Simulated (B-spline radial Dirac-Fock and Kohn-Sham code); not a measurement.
# What relativity does to the binding energies of Te⁴⁴⁺

System: Te⁴⁴⁺, 1s2 2s2 2p4.

Both columns are ΔSCF binding energies of the configuration average from a radial B-spline solver: non-relativistic Hartree-Fock with a point nucleus, and Dirac-Fock with a finite nucleus and the Coulomb interaction alone, averaged over the two j levels with weights 2j+1.

| shell | Hartree-Fock (eV) | Dirac-Fock (eV) | shift (eV) | shift (%) |
| --- | --- | --- | --- | --- |
| 1s | 34111.1 | 35400.5 | +1289.45 | +3.78 |
| 2s | 7645.3 | 8007.7 | +362.42 | +4.74 |
| 2p | 7448.7 | 7587.0 | +138.31 | +1.86 |

Relativity binds 1s, 2s, 2p more strongly, among those listed most of all 2s in relative terms.

Values without a named source are computed, but for edge energies of neutral atoms, which are taken from tables.
